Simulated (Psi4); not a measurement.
Computed with SAPT0/jun-cc-pVDZ, frozen core (Psi4 1.11).

Psi4 input:

```
molecule {
0 1
C 1.21151493 -0.43275072 -0.11379174
C 0.10777456 0.58770133 0.15180472
C -1.29150040 -0.00340801 0.00115896
H 2.20317944 0.00972942 -0.00214435
H 1.13779875 -0.83480156 -1.12735810
H 1.14191548 -1.27471117 0.57948878
H 0.22137966 1.43337175 -0.53297161
H 0.22404785 0.99559028 1.16031169
H -1.44342202 -0.83286307 0.69637196
H -1.44724191 -0.38907161 -1.00948048
H -2.06544636 0.74121335 0.19661019
--
0 1
Si -1.95468539 -3.93552720 -0.08302741
O -0.55934669 -3.44700033 -0.82139217
H -2.09401615 -5.37137718 -0.39430140
H -1.89234247 -3.74197259 1.38714089
H -3.13319740 -3.19205924 -0.59401109
H -0.29013388 -2.52970531 -0.73531091
units angstrom
symmetry c1
no_reorient
no_com
}
set basis jun-cc-pvdz
set scf_type df
set freeze_core true
energy('sapt0')
```

Part of the output:

```
    SAPT Results
  --------------------------------------------------------------------------------------------------------
    Electrostatics                 -1.81417508 [mEh]      -1.13841205 [kcal/mol]      -4.76311602 [kJ/mol]
      Elst10,r                     -1.81417508 [mEh]      -1.13841205 [kcal/mol]      -4.76311602 [kJ/mol]

    Exchange                        4.72655076 [mEh]       2.96595538 [kcal/mol]      12.40955732 [kJ/mol]
      Exch10                        4.72655076 [mEh]       2.96595538 [kcal/mol]      12.40955732 [kJ/mol]
      Exch10(S^2)                   4.71539337 [mEh]       2.95895402 [kcal/mol]      12.38026360 [kJ/mol]

    Induction                      -1.12238669 [mEh]      -0.70430828 [kcal/mol]      -2.94682585 [kJ/mol]
      Ind20,r                      -1.74054571 [mEh]      -1.09220892 [kcal/mol]      -4.56980214 [kJ/mol]
      Exch-Ind20,r                  0.95982612 [mEh]       0.60229998 [kcal/mol]       2.52002314 [kJ/mol]
      delta HF,r (2)               -0.34166710 [mEh]      -0.21439934 [kcal/mol]      -0.89704685 [kJ/mol]

    Dispersion                     -3.28763650 [mEh]      -2.06302305 [kcal/mol]      -8.63168845 [kJ/mol]
      Disp20                       -3.59405461 [mEh]      -2.25530332 [kcal/mol]      -9.43618909 [kJ/mol]
      Exch-Disp20                   0.30641811 [mEh]       0.19228027 [kcal/mol]       0.80450063 [kJ/mol]
      Disp20 (SS)                  -1.79702731 [mEh]      -1.12765166 [kcal/mol]      -4.71809454 [kJ/mol]
      Disp20 (OS)                  -1.79702731 [mEh]      -1.12765166 [kcal/mol]      -4.71809454 [kJ/mol]
      Exch-Disp20 (SS)              0.17945842 [mEh]       0.11261186 [kcal/mol]       0.47116803 [kJ/mol]
      Exch-Disp20 (OS)              0.12695968 [mEh]       0.07966840 [kcal/mol]       0.33333260 [kJ/mol]

  Total HF                          1.78998899 [mEh]       1.12323505 [kcal/mol]       4.69961546 [kJ/mol]
  Total SAPT0                      -1.49764751 [mEh]      -0.93978800 [kcal/mol]      -3.93207300 [kJ/mol]
```
